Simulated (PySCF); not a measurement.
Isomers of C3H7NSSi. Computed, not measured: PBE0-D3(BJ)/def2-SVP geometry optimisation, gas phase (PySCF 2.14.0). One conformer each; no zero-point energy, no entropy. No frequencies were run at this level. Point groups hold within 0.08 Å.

Task: Rank from lowest to highest electronic energy at this level (kcal/mol).
A. `[CH2:1]=[CH:2]/[CH:3]=[N:4]\[SiH2:5][SH:6]` with C1–C2–C3–N4 179°, C3–N4–Si5–S6 119°, N4–Si5–S6–H 50°
B. `[CH2:1]=[N:2]/[CH:3]=[CH:4]\[S:5][SiH3:6]` with C1–N2–C3–C4 180°, C3–C4–S5–Si6 -1°
C. `[N:1]#[C:2][CH2:3][S:4][CH2:5][SiH3:6]` with C2–C3–S4–C5 60°, C3–S4–C5–Si6 75°
D. `[CH3:1][S:2][Si@H:3]([CH3:4])[C:5]#[N:6]` with C1–S2–Si3–C4 176°
E. `CN1[SiH2]CC1=S`

Result: D (0.0), E (9.5), A (17.5), B (33.9), C (37.9).

```
         SMILES      E (Eh)  E rel (kcal/mol)  dipole (D)  point group       A, B, C (MHz)
 CS[Si@H](C)C#N  -860.19381               0.0        2.91           C1    2617, 1872, 1206
 CN1[SiH2]CC1=S  -860.17872               9.5        3.95      near Cs    3888, 1872, 1304
C=C/C=N\[SiH2]S  -860.16585              17.5        2.82           C1  6622, 891.5, 884.6
C=N/C=C\S[SiH3]  -860.13974              33.9        3.44           Cs    3303, 2020, 1273
   N#CCSC[SiH3]  -860.13334              37.9        2.63           C1    3409, 1363, 1144
```

Task: How do the relative energies change in single points at B3LYP/pcSseg-1 (no added dispersion term) on the same geometries?

Result: 
```
         SMILES  PBE0-D3(BJ)/def2-SVP (kcal/mol)  B3LYP/pcSseg-1 (kcal/mol)  shift
 CS[Si@H](C)C#N                              0.0                        0.0    0.0
 CN1[SiH2]CC1=S                              9.5                       20.0  +10.5
C=C/C=N\[SiH2]S                             17.5                       18.7   +1.2
C=N/C=C\S[SiH3]                             33.9                       39.5   +5.6
   N#CCSC[SiH3]                             37.9                       39.7   +1.8
```

Each column counts from its own lowest isomer. The lowest isomer stays, but the order above it changes; the largest shift is 10.5 kcal/mol.
